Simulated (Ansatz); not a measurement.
A nudged elastic band was laid between two geometries of CH8OSi2 + FH (14 atoms, charge 0, multiplicity 1).

Theory: RKS B3LYP/def2-SVP in Ansatz.

```yaml
movable_images: 7
climbing_image: yes
spring: 5.0 eV/Å²
optimiser: quadratic models (default)
start_path: through a guess of the saddle point
force_threshold: 0.05 eV/Å
iteration_limit: 60
end_points: relaxed
```

Initial state:

```xyz
14
Properties=species:S:1:pos:R:3
Si 0.340 0.242 0.232
C 0.937 -1.252 1.177
O -0.732 -0.208 -0.954
Si -1.595 0.064 -2.343
H 1.465 1.006 -0.376
H -0.386 1.167 1.175
H 0.745 1.660 2.473
F 1.618 1.555 2.780
H 0.088 -1.839 1.564
H 1.553 -1.911 0.545
H 1.544 -0.908 2.029
H -0.775 0.833 -3.326
H -2.833 0.838 -2.037
H -1.971 -1.247 -2.938
```

Final state:

```xyz
14
Properties=species:S:1:pos:R:3
Si -0.042 2.296 0.135
C 1.226 -2.064 1.428
O -0.973 1.410 -0.880
Si -1.374 0.065 -1.778
H 1.243 2.657 -0.511
H -0.807 3.479 0.588
H 0.935 -1.008 1.512
F 0.315 1.407 1.452
H 0.330 -2.686 1.287
H 1.901 -2.197 0.569
H 1.744 -2.375 2.347
H -0.162 -0.481 -2.453
H -2.372 0.475 -2.803
H -1.963 -0.976 -0.892
```

(1) Which bonds break or form, and what moves?

(2) What energy profile does the band end with?

(3) What is the geometry of the highest image?

Answers

(1) Bonds broken: Si1–C2, H7–F8. Bonds formed: Si1–F8, C2–H7. CH8OSi2 + FH becomes CH4 + FH5OSi2.

(2) The forces met the threshold. The highest image is number 4 of 0 to 8, 1.51 eV above the first end and 3.07 eV above the last; the last end lies 1.56 eV below the first. Neighbouring images differ by up to 2.2 eV, so the band resolves the path poorly. A vibrational analysis at the climbing image gives one clearly imaginary mode, 980i cm⁻¹: a first-order saddle point. The orbitals stay closed-shell, which can raise the energy where a bond breaks towards radicals; this wasn't checked here.

```
image  path coordinate (Å)  energy (eV)  Si1–C2 (Å)  H7–F8 (Å)  Si1–F8 (Å)
    0                 0.00         0.00        1.87       0.93        3.14
    1                 1.34         0.01        1.87       0.93        3.15
    2                 2.68         0.06        1.88       0.93        3.11
    3                 4.02         0.22        1.91       0.93        2.81
    4                 5.36         1.51        2.16       1.23        1.95
    5                 6.87        -0.74        3.15       1.78        1.65
    6                 8.39        -1.51        4.05       2.33        1.62
    7                 9.91        -1.56        4.56       2.46        1.63
    8                11.43        -1.56        4.72       2.49        1.63
```

(3) 
```xyz
14
Properties=species:S:1:pos:R:3
Si 0.248 1.019 0.593
C 0.732 -1.008 1.154
O -0.825 0.409 -0.553
Si -1.302 -0.093 -2.051
H 1.229 1.710 -0.275
H -0.702 1.703 1.493
H 1.275 0.039 1.729
F 1.565 1.194 2.021
H -0.300 -1.331 1.339
H 1.085 -1.369 0.179
H 1.361 -1.503 1.922
H -0.390 0.431 -3.112
H -2.687 0.386 -2.322
H -1.290 -1.586 -2.116
```

Time of the run: 10 min on 4 threads of Arm Neoverse N1, on a shared host, peak memory 0.33 GiB.
